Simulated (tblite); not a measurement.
Q: What does the GFN2-xTB structure of `ClC1=CC=C2C=CC=C12` look like in three dimensions?

A: 
```xyz
14
C8H5Cl angstrom
Cl     2.1404    2.4949   -0.4474
C      1.4733    0.9536   -0.1921
C      2.1337   -0.2173   -0.0326
C      1.1591   -1.2897    0.1600
C     -0.0822   -0.7509    0.1150
C     -1.5068   -1.0416    0.2032
C     -2.1606    0.1275    0.0445
C     -1.1971    1.2169   -0.1517
C      0.0402    0.6765   -0.1070
H      3.1972   -0.3626   -0.0415
H      1.4348   -2.3189    0.3089
H     -1.9346   -2.0128    0.3647
H     -3.2242    0.2784    0.0547
H     -1.4739    2.2455   -0.3007
```

Orientation and origin are arbitrary. Atoms count from 1 in this order. The 5-membered ring C2–C3–C4–C5–C9 has internal angles of 106.2° to 109.0°; it is planar, 0.00 Å rms from its mean plane, widest ring torsion 0°. The C–C distances run from 1.349 Å (C6=C7, drawn double) to 1.467 Å (C7–C8, drawn single), a spread of 0.118 Å. The 9 heavy atoms lie in one plane (0.000 Å rms). The 5-membered ring C5–C6–C7–C8–C9 has internal angles of 106.8° to 109.9° (sum 540°, against 540° for a flat polygon); it is planar, 0.00 Å rms from its mean plane, widest ring torsion 0°.

Bonds between heavy atoms (Å): Cl1–C2 1.699, C2=C3 1.354, C3–C4 1.462, C4=C5 1.354, C5–C6 1.457, C6=C7 1.349, C7–C8 1.467, C8=C9 1.351, C2–C9 1.462, C5–C9 1.450.

The geometry is computed with GFN2-xTB (gas phase).

Point group: Cs (tolerance 0.08 Å). Its GFN2-xTB frequencies are all real (lowest 123 cm⁻¹).

Time: 0.16 s of wall time. Hardware: an Intel Xeon Platinum 8488C with one thread, no GPU, on a shared host. This is the geometry optimisation.
